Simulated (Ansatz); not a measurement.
These are frozen-core CCSD(T)/cc-pVTZ // ωB97X-D3(BJ)/def2-TZVP (Ansatz, a first-principles code) values and carry that method's errors.

Ansatz 0.2 input:
```yaml
crystal:
  periodic: [false, false, false]
  atoms:
    - { symbol: C, position_ang: [-1.85589, -0.594024, -0.154355] }
    - { symbol: Ga, position_ang: [-0.172915, 0.388836, -0.284167] }
    - { symbol: C, position_ang: [1.647413, -0.159851, -0.732048] }
    - { symbol: Br, position_ang: [-0.375481, 2.642472, 0.181789] }
    - { symbol: H, position_ang: [-2.251157, -0.507494, 0.860696] }
    - { symbol: H, position_ang: [-2.591519, -0.147878, -0.827852] }
    - { symbol: H, position_ang: [-1.742086, -1.650698, -0.40159] }
    - { symbol: H, position_ang: [1.966827, 0.350272, -1.644326] }
    - { symbol: H, position_ang: [2.327835, 0.146919, 0.065681] }
    - { symbol: H, position_ang: [1.734211, -1.237231, -0.881306] }
basis:
  gaussian: { orbitals: cc-pVTZ }
correlation:
  method: ccsd_t
```

Output:

```
Functional definition: HF
1351 factors; integrals over basis functions are off by at most 1.2e-3 eV
mean field evaluation 1: about -124491.3699 eV, gradient 3.4e1 eV
mean field evaluation 2: about -124491.4497 eV, gradient 3.4e1 eV
mean field evaluation 4: about -124494.3018 eV, gradient 2.9e0 eV
mean field evaluation 8: about -124494.3370 eV, gradient 1.8e-1 eV
mean field evaluation 16: about -124493.7564 eV, gradient 1.4e1 eV
mean field -124494.33709619 eV, -4575.0825029923 hartree, gradient 2.6e-6 eV, S^2 0.000000; 0 other end points of the search recorded, 0 dependent functions left out
20 core orbitals not correlated
reference -124494.33709619 eV, -4575.0825029923 hartree; 22, 22 occupied and 188, 188 virtual orbitals, 1351 factors
second order -20.25633679 eV of doubles, -0.00000000 eV of singles
cycle   1  -20.68151220 eV  change   -4.3e-1 eV  update   9.7e-2
cycle   2  -21.21611016 eV  change   -5.3e-1 eV  update   2.6e-2
cycle   3  -21.29652866 eV  change   -8.0e-2 eV  update   1.2e-2
cycle   4  -21.29088687 eV  change    5.6e-3 eV  update   2.8e-3
cycle   5  -21.29075454 eV  change    1.3e-4 eV  update   1.1e-3
cycle   6  -21.29062277 eV  change    1.3e-4 eV  update   3.2e-4
cycle   7  -21.29049567 eV  change    1.3e-4 eV  update   1.1e-4
cycle   8  -21.29053228 eV  change   -3.7e-5 eV  update   4.1e-5
perturbative correction -0.89130150 eV, -0.0327547260 hartree
Total energy: -124516.51892997 eV, -4575.8976703485 hartree
```

Cost: around 11 core-minutes (rough).
